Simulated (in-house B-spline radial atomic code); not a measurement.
RPA and G0W0 on PBE: P VI (P5+)

Configuration [He] 2s2 2p6, mean-field start PBE. Computed with a B-spline radial code for spherical atoms: all electrons, non-relativistic, point nucleus, each spin shell either full or empty, empty states to l = 9 with an (l + 1/2)⁻⁴ tail; G0W0 by contour deformation at full frequency.

Command:
```bash
python run_gw.py task.json out
```
Settings (radii: box in bohr, nucleus in fm):
```
Z                        15
electrons                10
configuration            [He] 2s2 2p6
hamiltonian              nr
method                   pbe,pbe
lmax                     9
spin_polarised           False
box_radius               10.43
intervals                47
```

Time taken, with all properties: 0.8 s on 1 thread of Arm Neoverse N1, on a shared host.

Energies (hartree):

```json
{"term": "mean-field total", "value": "-334.59998"}
{"term": "Hartree-Fock functional on these orbitals", "value": "-334.36339"}
{"term": "direct second order", "value": "-0.67382"}
{"term": "second-order exchange", "value": "0.23812"}
{"term": "SOSEX correction", "value": "0.22302"}
```

(1) What is the RPA correlation energy, and what remains with SOSEX?

Quasi-particle levels (eV):

```csv
level,occupied,mean field,Σx - vxc,Σc,QP weight,G0W0
2p,yes,-199.82,-22.77,?,?,?
2s,yes,-248.08,-31.05,5.20,0.958,-273.93
1s,yes,-2156.60,-98.41,30.38,0.850,-2224.62
3s,no,-70.90,6.85,-0.65,0.997,-64.70
```

G0W0 = mean field + (Σx - vxc) + Σc, with Σc (partial-wave tail included) taken at the quasi-particle energy.

(2) Where does G0W0 put 2p?

Results:

(1) RPA gives -0.61368 hartree (-1.67 eV per electron); RPA + SOSEX gives -0.39066, and the second-order doubles -0.4357 hartree (no singles). RPA lacks exchange-type terms and so overcorrelates at short range.

(2) At -220.34 eV, with Σc = 2.25 eV and a quasi-particle weight of 0.972. The tabulated removal energy is 220.43 ± 0.005 eV (NIST, semi-empirical); the calculation leaves out relativity, Breit and QED terms, and what these don't explain is the method's own error.
